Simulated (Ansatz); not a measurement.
Computed with Ansatz on PBE0-D4/def2-TZVP structures; ΔE is electronic, products minus reactants. CCSD(T)/CBS adds triple-zeta CCSD(T) − MP2 to the extrapolated MP2 energy (def2 sets, frozen cores). This one scheme is used for every species. Functionals use def2-TZVPP. Each species was taken in one conformer, which may not be the lowest.

Consider the substitution at a C–Si bond: `C[Si](F)(F)CO` + H–F → `OCF` + `C[SiH](F)F`.

```tsv
level	ΔE (kcal/mol)	difference from CCSD(T)/CBS
r2SCAN-D4	6.3	-2.5
B97M-V	5.7	-3.1
CAM-B3LYP-D4	5.3	-3.5
ωB97X-V	5.7	-3.1
revPBE	4.9	-3.9
r2SCANh	6.0	-2.8
LC-ωPBE	6.2	-2.6
CCSD/def2-TZVPP	6.8	-2.0
MP2/def2-QZVPP	9.7	0.9
CCSD/CBS(def2)	8.2	-0.6
CCSD(T)/CBS	8.8	0
```

Largest T1 diagnostic among the species: 0.011.

The D4 term adds +2.6 kcal/mol with B3LYP and +1.5 kcal/mol with PBE0; it sums over pairs of atoms, weighted by their polarisabilities, and B3LYP, whose exchange is more repulsive, gets the larger term. In def2-TZVPP, CCSD(T) changes the Hartree–Fock value by +7.0 kcal/mol (the triples alone add +0.6 kcal/mol) and MP2 by +8.5 kcal/mol.

B3LYP here is the variant with VWN-RPA as its local correlation; programs differ in this.
